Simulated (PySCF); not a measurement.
Method: PBE0 in PySCF with Te def2-SVP with ECP28, S def2-SVP, I def2-SVP with ECP28; scalar-relativistic core potentials, no spin–orbit coupling; density-fitted integrals.

```xyz
4
charge 0 multiplicity 1, angstrom
Te   -0.6009    0.7680   -0.3962
S    -2.2913   -0.1462   -1.5107
I    -0.5598   -0.3745    2.1458
I     1.7517   -0.3745   -1.3600
```

TeSI₂ (singlet), along the line from Te1 (at 0) through S2 (at 2.222 Å). Core electrons replaced by a potential are absent, the electrostatic potential uses the reduced nuclear charge, and values within about 0.7 Å of such atoms have no physical meaning.

Task: Tabulate the fields along this line at 0.78, 0.89, 1.00, 1.11, 1.22, 1.33, 1.44, 1.56, 1.67, 1.78, 1.89, 2.00, 2.11, 2.33, 2.44, 2.55, 2.67, 2.78, 2.89, 3.00, 3.11, 3.22, 3.33, 3.44, 3.55 Å.

Result: 
| distance (Å) | electron density (e/Å³) | electron localisation function | electrostatic potential (V) |
| --- | --- | --- | --- |
| 0.78 | 1.54 | 0.203 | 45.1 |
| 0.89 | 1 | 0.234 | 31.6 |
| 1.00 | 0.836 | 0.406 | 23.5 |
| 1.11 | 0.805 | 0.598 | 19.2 |
| 1.22 | 0.848 | 0.708 | 18.3 |
| 1.33 | 0.938 | 0.736 | 20.9 |
| 1.44 | 1.05 | 0.665 | 27.7 |
| 1.56 | 1.16 | 0.383 | 40.5 |
| 1.67 | 1.36 | 0.103 | 62.3 |
| 1.78 | 2.59 | 0.104 | 99.7 |
| 1.89 | 10.6 | 0.653 | 171 |
| 2.00 | 49.1 | 0.864 | 356 |
| 2.11 | 160 | 0.345 | 1130 |
| 2.33 | 161 | 0.352 | 1130 |
| 2.44 | 49.5 | 0.865 | 354 |
| 2.55 | 10.6 | 0.627 | 170 |
| 2.67 | 2.62 | 0.107 | 97.9 |
| 2.78 | 1.35 | 0.136 | 60.2 |
| 2.89 | 1.03 | 0.488 | 37.9 |
| 3.00 | 0.8 | 0.779 | 24.1 |
| 3.11 | 0.579 | 0.837 | 15.4 |
| 3.22 | 0.396 | 0.825 | 9.93 |
| 3.33 | 0.263 | 0.777 | 6.44 |
| 3.44 | 0.172 | 0.694 | 4.21 |
| 3.55 | 0.113 | 0.58 | 2.75 |

On a grid of 0.11 Å the density has a local minimum along the bond near 1.11 Å from Te, at 0.81 e/Å³, where the ELF is 0.60.
